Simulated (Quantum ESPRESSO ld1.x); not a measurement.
Task: The mean radii <r> (bohr) of the occupied orbitals of an atom or ion are listed with their occupations. All-electron calculation, Dirac Kohn-Sham, BLYP, spin-unpolarised, spherical densities, point nucleus. Program: ld1.x of Quantum ESPRESSO 7.5.

| orbital | occ. | <r> |
|---|---|---|
| 1s1/2 | 2 | 0.02231 |
| 2s1/2 | 2 | 0.09458 |
| 2p1/2 | 2 | 0.07906 |
| 2p3/2 | 4 | 0.08579 |
| 3s1/2 | 2 | 0.2492 |
| 3p1/2 | 2 | 0.2388 |
| 3p3/2 | 4 | 0.2517 |
| 3d3/2 | 4 | 0.2236 |
| 3d5/2 | 6 | 0.2276 |
| 4s1/2 | 2 | 0.5661 |
| 4p1/2 | 2 | 0.5792 |
| 4p3/2 | 4 | 0.6087 |
| 4d3/2 | 4 | 0.6486 |
| 4d5/2 | 6 | 0.6591 |
| 5s1/2 | 2 | 1.380 |
| 5p1/2 | 2 | 1.556 |
| 5p3/2 | 4 | 1.652 |
| 4f5/2 | 6 | 0.9531 |
| 4f7/2 | 1 | 0.9706 |

Name the element and its charge. Open shells, if any, fill j = l - 1/2 first.

Result: Z = 63, europium, charge +2: Eu2+ in [Xe] 4f7. The 1s radius gives Z: for a bare nucleus <r> = (2 gamma + 1)/(2Z) with gamma = sqrt(1 - (Z/c)^2), 0.02203 bohr for Z = 63, and screening makes it slightly larger (0.02231 here). The occupations add up to 61, and the charge is Z minus that.
